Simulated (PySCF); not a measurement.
# Computed records: BGeH₃N, BGeH₄NSi, CH₅BGeN, BClGeH₄N

All values are calculated (PySCF 2.14.0). Calculation on a computer-drawn molecule: optimised geometry and harmonic frequencies of an isolated molecule of the commonest isotopes, restricted reference for singlets and unrestricted otherwise, frozen core in MP2; on germanium a core potential holds 10 electrons, which the energies leave out, and 3d is frozen in MP2 and coupled-cluster steps.

Common to all runs: method HF.

```yaml
- entry: 1
  formula: BGeH3N
  start_structure:
    atoms_angstrom:
      - ["N", 0.8576, 1.5442, -1.9512]
      - [B, 0.9903, 0.84, -0.8726]
      - [Ge, 0.842, -0.4097, 0.7361]
      - [H, 0.8266, 2.1999, -2.7375]
      - [H, 2.3921, -0.9857, 0.3658]
      - [H, 1.5485, 0.7825, 1.7093]
  given:
    charge: -1
    multiplicity: 1
    basis: aug-cc-pVDZ
    basis_and_core_potential_on_germanium: "aug-cc-pVDZ-PP ECP10MDF"
    drawn_bonds_atom: [1, 2, 1, 3, 3]
    drawn_bonds_other_atom: [2, 3, 4, 5, 6]
    drawn_bonds_order: [2, 1, 1, 1, 1]
  results:
    optimised_atom_element: ["N", B, Ge, H, H, H]
    "optimised_atom_x [angstrom]": [0.8355, 0.9577, 0.9544, 0.8197, 2.373, 1.517]
    "optimised_atom_y [angstrom]": [1.598, 0.8906, -0.3815, 2.18, -1.045, 0.7288]
    "optimised_atom_z [angstrom]": [-1.975, -0.949, 0.7523, -2.765, 0.4309, 1.756]
    "modes_frequency [cm^-1]": [244.5, 269.1, 283.2, 352.4, 370.5, 676.3, 703.9, 946.0, 1853, 1864, 1904, 4109]
    "modes_reduced_mass [dalton]": [1.175, 2.747, 3.8, 1.277, 9.067, 1.212, 1.194, 1.025, 1.022, 1.194, 3.711, 1.096]
    "rotational_constants [GHz]": [99.68, 2.878, 2.868]
    "total_energy [hartree]": -374.2780
    "convergence_status_largest_gradient_component [hartree/bohr]": 3.817e-05
- entry: 2
  formula: BGeH4NSi
  start_structure:
    atoms_angstrom:
      - ["N", -2.6576, -0.5457, -2.5335]
      - [B, -2.3406, -0.5149, -1.3475]
      - [Ge, -1.6063, -0.6551, 0.4297]
      - [Si, 0.3777, -1.5865, 1.3444]
      - [H, -2.9978, -0.4894, -3.5228]
      - [H, -2.7719, -1.3246, 1.3652]
      - [H, -1.6895, 0.7486, 1.0673]
      - [H, 0.8808, -2.165, -0.0018]
  given:
    charge: 0
    multiplicity: 1
    basis: "cc-pV(D+d)Z"
    basis_and_core_potential_on_germanium: "cc-pVDZ-PP ECP10MDF"
    drawn_bonds_atom: [1, 2, 3, 1, 3, 3, 4]
    drawn_bonds_other_atom: [2, 3, 4, 5, 6, 7, 8]
    drawn_bonds_order: [2, 1, 1, 1, 1, 1, 1]
  results:
    optimised_atom_element: ["N", B, Ge, Si, H, H, H, H]
    "optimised_atom_x [angstrom]": [-2.556, -2.271, -1.691, 0.6881, -2.811, -2.578, -1.958, 0.3727]
    "optimised_atom_y [angstrom]": [-0.5129, -0.5178, -0.5426, -1.167, -0.5061, -1.549, 0.8492, -2.586]
    "optimised_atom_z [angstrom]": [-2.542, -1.347, 0.6271, 0.6977, -3.494, 1.373, 1.214, 0.2732]
    "modes_frequency [cm^-1]": [60.19, 145.1, 262.5, 312.2, 344.7, 409.0, 437.2, 545.5, 552.8, 657.0, 704.1, 799.1, 953.7, 2064, 2156, 2196, 2210, 4081]
    "modes_reduced_mass [dalton]": [8.79, 1.093, 2.643, 5.569, 7.506, 1.164, 10.19, 1.229, 1.222, 1.199, 1.106, 1.069, 1.023, 7.658, 1.042, 1.024, 1.018, 1.102]
    "rotational_constants [GHz]": [5.552, 1.957, 1.49]
    "total_energy [hartree]": -663.7286
    "convergence_status_largest_gradient_component [hartree/bohr]": 1.841e-05
- entry: 3
  formula: CH5BGeN
  start_structure:
    atoms_angstrom:
      - ["N", -0.1438, -2.1711, 2.4303]
      - [B, 0.942, -1.4061, 2.0418]
      - [C, 1.9604, -0.5743, 1.5871]
      - [Ge, 1.734, 0.2103, -0.2125]
      - [H, -0.9805, -1.6667, 2.9052]
      - [H, -0.2632, -3.1345, 2.3385]
      - [H, 2.8626, -0.4045, 2.0657]
      - [H, 2.1172, 1.7721, 0.1669]
      - [H, 0.2437, 0.4026, -0.3743]
  given:
    charge: 0
    multiplicity: 2
    basis: cc-pVDZ
    basis_and_core_potential_on_germanium: "cc-pVDZ-PP ECP10MDF"
    drawn_bonds_atom: [1, 2, 3, 1, 1, 3, 4, 4]
    drawn_bonds_other_atom: [2, 3, 4, 5, 6, 7, 8, 9]
    drawn_bonds_order: [1, 2, 1, 1, 1, 1, 1, 1]
  results:
    optimised_atom_element: ["N", B, C, Ge, H, H, H, H, H]
    "optimised_atom_x [angstrom]": [-0.1712, 0.8618, 1.889, 1.737, -0.8844, -0.284, 2.832, 2.212, 0.2796]
    "optimised_atom_y [angstrom]": [-2.159, -1.382, -0.5721, 0.3763, -1.815, -3.114, -0.4983, 1.839, 0.3526]
    "optimised_atom_z [angstrom]": [2.502, 2.062, 1.579, -0.08557, 3.112, 2.228, 2.109, 0.03181, -0.5902]
    "modes_frequency [cm^-1]": [106.6, 163.5, 340.3, 390.9, 434.2, 472.4, 571.7, 683.0, 736.0, 752.8, 920.7, 967.4, 1022, 1154, 1687, 1850, 2143, 2154, 3331, 3807, 3911]
    "modes_reduced_mass [dalton]": [3.419, 1.281, 1.447, 1.885, 1.497, 3.27, 1.45, 1.116, 1.193, 2.162, 1.03, 1.78, 1.436, 2.005, 1.188, 6.552, 1.017, 1.025, 1.089, 1.05, 1.099]
    "rotational_constants [GHz]": [21.61, 1.778, 1.67]
    "total_energy [hartree]": -413.2646
    spin_squared: 0.7682
    "convergence_status_largest_gradient_component [hartree/bohr]": 1.784e-05
- entry: 4
  formula: BClGeH4N
  start_structure:
    atoms_angstrom:
      - ["N", -0.9719, 1.4482, 2.4285]
      - [B, -1.4071, 0.2106, 2.3611]
      - [Ge, -1.733, -0.7989, 0.5555]
      - [Cl, -2.2633, -2.7197, 0.4757]
      - [H, -0.846, 1.9844, 3.2415]
      - [H, -0.7985, 2.0601, 1.6772]
      - [H, -1.5374, -0.5287, 3.2821]
      - [H, -1.613, -0.2523, -0.9681]
  given:
    charge: 1
    multiplicity: 1
    basis: "cc-pV(D+d)Z"
    basis_and_core_potential_on_germanium: "cc-pVDZ-PP ECP10MDF"
    drawn_bonds_atom: [1, 2, 3, 1, 1, 2, 3]
    drawn_bonds_other_atom: [2, 3, 4, 5, 6, 7, 8]
    drawn_bonds_order: [1, 1, 1, 1, 1, 1, 1]
  results:
    optimised_atom_element: ["N", B, Ge, Cl, H, H, H, H]
    "optimised_atom_x [angstrom]": [-0.9858, -1.377, -1.706, -2.282, -0.8209, -0.8298, -1.565, -1.604]
    "optimised_atom_y [angstrom]": [1.48, 0.1775, -0.7539, -2.753, 1.953, 2.068, -0.5256, -0.2418]
    "optimised_atom_z [angstrom]": [2.404, 2.391, 0.5011, 0.4724, 3.276, 1.61, 3.327, -0.9271]
    "modes_frequency [cm^-1]": [32.45, 97.55, 267.7, 400.9, 481.7, 526.4, 592.9, 760.4, 768.7, 945.3, 946.4, 1171, 1455, 1768, 2299, 2839, 3766, 3873]
    "modes_reduced_mass [dalton]": [2.61, 7.057, 4.981, 1.081, 5.386, 7.997, 1.331, 1.229, 1.045, 1.186, 1.101, 1.361, 3.373, 1.269, 1.022, 1.105, 1.055, 1.097]
    "rotational_constants [GHz]": [13.12, 1.662, 1.475]
    "total_energy [hartree]": -834.1616
    "convergence_status_largest_gradient_component [hartree/bohr]": 2.341e-05
- entry: 5
  formula: BClGeH4N
  start_structure:
    atoms_angstrom:
      - ["N", 0.3047, -0.3975, 0.7485]
      - [B, -0.8288, -0.0911, 0.0791]
      - [Cl, -1.198, -0.9107, -1.3897]
      - [Ge, -2.3752, 1.1251, 0.7327]
      - [H, 0.5497, 0.0863, 1.6601]
      - [H, 1.0551, -0.9807, 0.446]
      - [H, -1.6927, 2.3666, 1.3888]
      - [H, -3.0606, 1.8738, -0.3867]
  given:
    charge: 0
    multiplicity: 2
    basis: "cc-pV(D+d)Z"
    basis_and_core_potential_on_germanium: "cc-pVDZ-PP ECP10MDF"
    drawn_bonds_atom: [1, 2, 2, 1, 1, 4, 4]
    drawn_bonds_other_atom: [2, 3, 4, 5, 6, 7, 8]
    drawn_bonds_order: [1, 1, 1, 1, 1, 1, 1]
  results:
    optimised_atom_element: ["N", B, Cl, Ge, H, H, H, H]
    "optimised_atom_x [angstrom]": [0.3244, -0.8438, -1.158, -2.277, 0.5747, 0.9941, -1.767, -3.093]
    "optimised_atom_y [angstrom]": [-0.3446, -0.111, -1.094, 1.254, 0.1664, -1.034, 2.323, 1.912]
    "optimised_atom_z [angstrom]": [0.7496, 0.04545, -1.422, 0.666, 1.57, 0.4708, 1.647, -0.448]
    "modes_frequency [cm^-1]": [139.9, 162.1, 265.1, 372.9, 461.0, 535.4, 552.9, 570.0, 625.2, 784.5, 931.0, 1129, 1393, 1743, 2184, 2221, 3802, 3913]
    "modes_reduced_mass [dalton]": [1.057, 6.584, 4.2, 2.014, 4.869, 1.196, 1.327, 1.451, 1.09, 2.702, 1.03, 1.942, 4.265, 1.239, 1.02, 1.021, 1.051, 1.099]
    "rotational_constants [GHz]": [5.958, 1.714, 1.336]
    "total_energy [hartree]": -834.4127
    spin_squared: 0.7594
    "convergence_status_largest_gradient_component [hartree/bohr]": 1.361e-05
```
